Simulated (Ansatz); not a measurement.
Two isomers of CH8BNOSi: A = `CB(N)O[SiH3]`, B = `COB(N)[SiH3]`.

Computed with Ansatz on PBE0-D4/def2-TZVP structures; ΔE is electronic, products minus reactants. CBS: MP2 limit from def2 TZ/QZ plus the TZ coupled-cluster correction, frozen cores. Functionals use def2-TZVPP. B3LYP here is the variant with VWN-RPA as its local correlation; programs differ in this. Each species was taken in one conformer, which may not be the lowest.

Problem. Which isomer does CCSD(T)/CBS put lower? Give the gap. (Estimate.)

Solution. The calculation gave: A, by 210.2 kJ/mol.

Problem. Give E(B) − E(A) in kJ/mol with HF/def2-TZVPP, B3LYP-D4, B3LYP, MP2/def2-TZVPP, PBE0-D4, r2SCAN-D4, B2PLYP. (An estimate is asked.)

Solution. Computed: HF/def2-TZVPP 225.3, B3LYP-D4 202.4, B3LYP 202.3, MP2/def2-TZVPP 218.7, PBE0-D4 193.4, r2SCAN-D4 203.8, B2PLYP 209.1. None reverses the order clearly.

Largest T1 diagnostic: 0.013.

In def2-TZVPP, CCSD(T) changes the Hartree–Fock value by −18.8 kJ/mol (the triples alone add −3.9 kJ/mol) and MP2 by −6.6 kJ/mol. From PBE to PBE0 (25 % exact exchange), in def2-TZVPP and without D4, E(B) − E(A) moves by +11.6 kJ/mol.
